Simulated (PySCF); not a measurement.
## J couplings in SMILES N#C[Se]c1ccc(Br)cc1, C7H4BrNSe

Geometry:
```json
{"atom": "N1", "x (Å)": "3.820", "y (Å)": "1.191", "z (Å)": "-0.532"}
{"atom": "C2", "x (Å)": "3.208", "y (Å)": "0.222", "z (Å)": "-0.344"}
{"atom": "Se3", "x (Å)": "2.272", "y (Å)": "-1.319", "z (Å)": "-0.053"}
{"atom": "C4", "x (Å)": "0.520", "y (Å)": "-0.553", "z (Å)": "0.088"}
{"atom": "C5", "x (Å)": "-0.511", "y (Å)": "-1.449", "z (Å)": "0.380"}
{"atom": "C6", "x (Å)": "-1.819", "y (Å)": "-0.989", "z (Å)": "0.494"}
{"atom": "C7", "x (Å)": "-2.089", "y (Å)": "0.368", "z (Å)": "0.319"}
{"atom": "Br8", "x (Å)": "-3.858", "y (Å)": "0.994", "z (Å)": "0.475"}
{"atom": "C9", "x (Å)": "-1.060", "y (Å)": "1.264", "z (Å)": "0.029"}
{"atom": "C10", "x (Å)": "0.249", "y (Å)": "0.803", "z (Å)": "-0.088"}
{"atom": "H11", "x (Å)": "-0.307", "y (Å)": "-2.514", "z (Å)": "0.522"}
{"atom": "H12", "x (Å)": "-2.628", "y (Å)": "-1.685", "z (Å)": "0.721"}
{"atom": "H13", "x (Å)": "-1.279", "y (Å)": "2.324", "z (Å)": "-0.107"}
{"atom": "H14", "x (Å)": "1.051", "y (Å)": "1.510", "z (Å)": "-0.315"}
```

Calculated values (PySCF 2.14 with density-fitted X2C routines): indirect couplings, PBE0/pcJ-1 (dyall-v2z on Br, dyall-v2z on Se), isolated molecule, finite nuclei, structure from PBE0-D3(BJ)/def2-SVP.

Non-relativistic values:
```json
{"coupling": "1J(79Br,13C)", "atoms": "Br8 – C7", "J (Hz)": "-164.2"}
{"coupling": "2J(79Br,13C)", "atoms": "Br8 – C6/C9", "J (Hz)": "5.4"}
{"coupling": "3J(79Br,1H)", "atoms": "Br8 – H12/H13", "J (Hz)": "3.5"}
{"coupling": "4J(79Br,13C)", "atoms": "Br8 – C4", "J (Hz)": "1.7"}
{"coupling": "4J(79Br,1H)", "atoms": "Br8 – H11/H14", "J (Hz)": "1.3"}
{"coupling": "5J(79Br,77Se)", "atoms": "Br8 – Se3", "J (Hz)": "4.8"}
```

Question: What do two-component X2C with spin–orbit coupling give?

Answer: 
| coupling | atoms | with spin–orbit (Hz) |
| --- | --- | --- |
| 1J(79Br,13C) | Br8 – C7 | -176.9 |
| 2J(79Br,13C) | Br8 – C6/C9 | 3.8 |
| 3J(79Br,1H) | Br8 – H12/H13 | 3.7 |
| 4J(79Br,13C) | Br8 – C4 | 1.7 |
| 4J(79Br,1H) | Br8 – H11/H14 | 1.3 |
| 5J(79Br,77Se) | Br8 – Se3 | 5.6 |

The largest listed coupling, 1J(79Br,13C), ends at 1.08 times its non-relativistic value. Equivalent partners are averaged, as under fast rotation. Couplings to strongly quadrupolar nuclei (79Br) are seldom resolved in solution.
